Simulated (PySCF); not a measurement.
Working with the constants of SbSe⁺

RHF-CCSD(T) constants of SbSe⁺, ¹Σ⁺ (singlet), closed shell (basis Sb cc-pVDZ-PP with ECP28, Se cc-pVDZ-PP with ECP10; scalar-relativistic core potentials; PySCF 2.14; masses 120.9038 and 79.9165 u):

- ωe: 345.5 cm⁻¹
- ωexe: 0.86 cm⁻¹
- Be: 0.065336 cm⁻¹
- αe: 0.000187 cm⁻¹
- D (centrifugal): 9.35e-09 cm⁻¹
- De to Sb⁺ + Se: 4.25 eV

Estimate the standard entropy (1 bar) and heat capacity of the ideal gas at 298.15 K, rigid rotor with B0 and harmonic oscillator at the fundamental.

Translation (Sackur–Tetrode, M = 200.82 u): 175.0 J/(mol K). Rotation: q = kT/(σB0) = 3180 with σ = 1, 75.4. Vibration: x = hcν0/kT = 1.66, 5.00. S° = 255.3 J/(mol K); Cp = 7R/2 + 6.64 = 35.7 J/(mol K).

Correlated steps freeze 8 core orbitals. Correlated levels converge slowly with the basis: in double zeta they bind strong bonds too weakly, by up to about 1 eV, and carry superposition errors of some tenths. Spin–orbit coupling is left out, which matters for elements this heavy, above all for dissociation energies. For an ion De counts to the pair picked by the measured ionisation energies or electron affinities, which need not be the lowest pair at this level. Where the molecule has an RHF reference, its open-shell atoms are computed with UHF. The CCSD T1 diagnostic is raised, a sign that a single reference may not be enough here.
